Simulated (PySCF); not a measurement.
Dipole polarisabilities along group 13, charge +2

Calculated with PySCF 2.14 for the ground configurations, without spin-orbit coupling: coupled response for Hartree-Fock and DFT. Mean α in bohr³, C₆ of like pairs in atomic units.

```json
{"species": "B²⁺ [He] 2s1 (dyall-av2z, non-relativistic)", "α UHF": "7.968", "α PBE": "7.057", "α PBE0": "7.264", "C₆ UHF": "11.21", "C₆ PBE": "9.406", "C₆ PBE0": "9.807"}
{"species": "Al²⁺ [Ne] 3s1 (dyall-av2z, non-relativistic)", "α UHF": "15.29", "α PBE": "13.65", "α PBE0": "14.16", "C₆ UHF": "42.75", "C₆ PBE": "35.89", "C₆ PBE0": "37.95"}
{"species": "Ga²⁺ [Ar] 3d10 4s1 (dyall-av2z, non-relativistic)", "α UHF": "12.70", "α PBE": "9.623", "α PBE0": "10.28", "C₆ UHF": "36.04", "C₆ PBE": "24.69", "C₆ PBE0": "26.95"}
{"species": "In²⁺ [Kr] 4d10 5s1 (dyall-av2z, non-relativistic)", "α UHF": "20.51", "α PBE": "14.76", "α PBE0": "15.86", "C₆ UHF": "79.24", "C₆ PBE": "50.78", "C₆ PBE0": "55.86"}
```
